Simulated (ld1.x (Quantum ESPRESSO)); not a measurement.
# Rh: from the effect back to the setting (ultrasoft)

Base potential:

ld1.x (Quantum ESPRESSO) 7.5 input, shortened:

```
&input
   title='Rh', zed=45., rel=1, dft='REVPBE', iswitch=3,
   config='[Kr] 4d6 5s0 5p0'
 /
 &inputp
   pseudotype=3, tm=.true., lloc=-2, rcloc=1.55,
   nlcc=.true., rcore=1.05
 /
6
5S  1  0   0.00   0.00  1.70  2.30  0.0
5S  1  0   0.00   2.00  1.70  2.30  0.0
5P  2  1   0.00   0.00  1.80  2.35  0.0
5P  2  1   0.00  -0.65  1.80  2.35  0.0
4D  3  2   6.00   0.00  1.20  1.65  0.0
4D  3  2   0.00  -1.75  1.20  1.65  0.0
 &test
   configts(1)='4d6 5s0 5p0'
 /
```

Cutoffs, loose and tight: the cutoffs (Ry, on a coarse ladder) from which the occupation-weighted sum of valence levels, in a spherical-Bessel basis at the reference potential, stays within 10 and 1 mRy of its value at 400 Ry. They do not see the model core or the augmentation charge, which bear on the density cutoff. Test errors are all-electron minus pseudo excitation energies from the reference, over the configurations 4d8 5s1 5p0; 4d8 5s0 5p0; 4d7 5s0 5p0; 4d8.5 5s0.5 5p0; 4d8 5s0 5p1; 4d7 5s1 5p1; 4d8 5s0.5 5p0; variants that change the core or the reference have their own tests. The largest error is taken over the tests solved by every variant that gives reliable tests at all, those not shown here included: 4d7 5s0 5p0; 4d7 5s1 5p1; 4d8 5s0 5p0; 4d8 5s0 5p1; 4d8 5s0.5 5p0; 4d8 5s1 5p0.

Only the d radius is moved:

```tsv
d radius (bohr)	cutoff, loose	cutoff, tight	bound ghosts	largest test error (meV)
1.12	80 Ry	140 Ry	p	-351
1.32	60 Ry	100 Ry	p	-350
1.58	40 Ry	70 Ry	p	-352
2.16	25 Ry	40 Ry	p	-369
2.38	18 Ry	30 Ry	p	test run stopped at test 1 of 7 (negative rho)
```

Problem. One more run gave cutoff, loose: 30 Ry; cutoff, tight: 50 Ry; bound ghosts: p; largest test error (meV): -352. Which value of the d radius was used?

Solution. 1.9 bohr. The loose cutoff moves one way along this sweep, from 80 Ry at 1.12 to 18 Ry at 2.38 bohr, which places the run between 1.58 and 2.16 bohr.
